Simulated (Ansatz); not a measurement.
Consider the cleavage of the Si–B bond: `N[SiH]([SiH3])BF` + `BO` → `BO[SiH](N)[SiH3]` + `BF`.

Isolated molecules relaxed with PBE0-D4/def2-TZVP in Ansatz; ΔE leaves out vibrations. CBS: MP2 limit from def2 TZ/QZ plus the TZ coupled-cluster correction, frozen cores. This one scheme is used for every species. Functionals use def2-TZVPP. Each species was taken in one conformer, which may not be the lowest.

```csv
level,ΔE (eV)
PBE,-1.04
PBE0,-1.14
```

Q: What does CCSD(T)/CBS give? (Estimate.)

A: Ansatz gave: -1.33 eV. The listed levels differ from it by 0.29, 0.19 eV.

Largest T1 diagnostic among the species: 0.014.

From PBE to PBE0 (25 % exact exchange), in def2-TZVPP and without D4, ΔE moves by −0.10 eV. In def2-TZVPP, CCSD(T) changes the Hartree–Fock value by +0.20 eV (the triples alone add +0.02 eV) and MP2 by +0.11 eV.
